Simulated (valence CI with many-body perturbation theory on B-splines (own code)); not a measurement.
Results of a calculation; reference values are marked as such.
Kr¹³⁺: what each term of the Hamiltonian does

Method: configuration interaction combined with many-body perturbation theory (CI+MBPT): five valence electrons over a frozen Dirac-Fock core [Ar], radial functions for each j: 7 s, 7 p, 8 d, 6 f, 4 g, 1 h, with the one-electron correlation potential Σ1, the two-electron term Σ2, the three-electron term Σ3, Breit, model QED; selected CI, second order for the rest (own B-spline code, finite nucleus).

No measured levels were compared; by estimate terms of the open shell hold to 2 to 4 % of their energy, and close levels can change places. Core correlation moves these levels by up to 9000 cm⁻¹, and in measured spectra 5 to 20 % of such shifts remained as error; rates that hang on mixing are uncertain with them. Only levels of the ground parity were solved; by the run's estimate the other parity begins above the list, which can be wrong where configurations are misplaced.

Each rung adds one term. CI alone is the Dirac-Coulomb CI over the frozen core; QED comes last and gives the full result, which names the levels. Energies are above 3d5 6S_5/2 on the same rung, in cm⁻¹.

Names give the largest LS component (configuration and term), which can be under half, so a name can repeat, a term be missing and a line seem to break the LS rules; names also repeat where a configuration has a term twice. Letters in brackets count levels of one name in rising energy.

| Level | CI alone | Σ1 | Σ2 | Σ3 | Breit | QED | Full |
| --- | --- | --- | --- | --- | --- | --- | --- |
| 3d5 4G_5/2 | 75767 | +169 | -2348 | -950 | +373 | -14 | 72997 |
| 3d5 4G_11/2 | 77938 | +258 | -2071 | -960 | -865 | +3.4 | 74305 |
| 3d5 4G_7/2 | 77401 | +248 | -2135 | -851 | -105 | -0.2 | 74558 |
| 3d5 4G_9/2 | 78292 | +285 | -2020 | -825 | -525 | +6.5 | 75214 |
| 3d5 4P_5/2 | 82107 | +151 | -2762 | -1333 | +485 | -20 | 78628 |
| 3d5 4P_3/2 | 84222 | +195 | -2713 | -1344 | +454 | -14 | 80800 |
| 3d5 4P_1/2 | 86878 | +261 | -2285 | -1563 | +248 | -2.0 | 83537 |
| 3d5 4D_7/2 | 94500 | +312 | -4050 | -419 | -186 | +3.0 | 90160 |
| 3d5 4D_1/2 | 97832 | +413 | -3523 | -783 | -40 | +21 | 93920 |
| 3d5 4D_5/2 | 98892 | +416 | -3231 | -776 | -334 | +21 | 94987 |
| 3d5 4D_3/2 | 99385 | +457 | -3065 | -896 | -268 | +28 | 95640 |
| 3d5 2I_11/2 | 110766 | +333 | -1924 | -1875 | -534 | -2.5 | 106763 |
| 3d5 2I_13/2 | 113651 | +430 | -1730 | -1911 | -1368 | +14 | 109086 |
| 3d5 2D_5/2 [a] | 117335 | +365 | -3058 | -1910 | +234 | +0.7 | 112968 |
| 3d5 2D_3/2 [a] | 121276 | +370 | -3491 | -1778 | +184 | -1.1 | 116560 |
| 3d5 2F_7/2 [a] | 124874 | +355 | -3782 | -2040 | +4.1 | -9.4 | 119402 |
| 3d5 4F_9/2 | 125764 | +368 | -3869 | -798 | -231 | -7.2 | 121227 |
| 3d5 4F_5/2 | 128843 | +486 | -3382 | -1103 | -40 | +13 | 124818 |
| 3d5 4F_7/2 | 131416 | +590 | -2663 | -1169 | -551 | +34 | 127656 |
| 3d5 4F_3/2 | 133845 | +620 | -3266 | -1253 | -299 | +35 | 129682 |
| 3d5 2H_9/2 | 134394 | +478 | -2608 | -1620 | -445 | +9.8 | 130209 |
| 3d5 2G_7/2 [a] | 141892 | +565 | -4672 | -1321 | -607 | +20 | 135877 |
| 3d5 2H_11/2 | 141311 | +651 | -1455 | -2274 | -1249 | +40 | 137024 |
| 3d5 2F_5/2 [a] | 140954 | +752 | -3124 | -743 | -799 | +64 | 137104 |
| 3d5 2G_9/2 [a] | 147165 | +702 | -3394 | -1341 | -1018 | +45 | 142159 |
| 3d5 2F_5/2 [b] | 151681 | +641 | -5190 | -2171 | -293 | +25 | 144692 |
| 3d5 2F_7/2 [b] | 151990 | +616 | -5678 | -161 | -603 | +28 | 146192 |
| 3d5 2S_1/2 | 165096 | +589 | -7935 | -474 | -2.2 | +15 | 157289 |
| 3d5 2D_3/2 [b] | 182151 | +659 | -6239 | -1093 | +104 | +16 | 175598 |
| 3d5 2D_5/2 [b] | 184407 | +749 | -6043 | -832 | -398 | +31 | 177915 |
| 3d5 2G_9/2 [b] | 201993 | +746 | -6329 | -447 | -554 | +20 | 195430 |

The middle columns are the shifts that each term adds.

Problem. How does the ionisation energy move along the ladder, and which term matters most?

Solution. CI alone 436.29, + Σ1 438.43, + Σ2 445.58, + Σ3 445.59, + Breit 445.63, + QED 445.64 eV. The largest step is Σ2, 7.15 eV. NIST lists 446 ± 3 eV (theoretical).
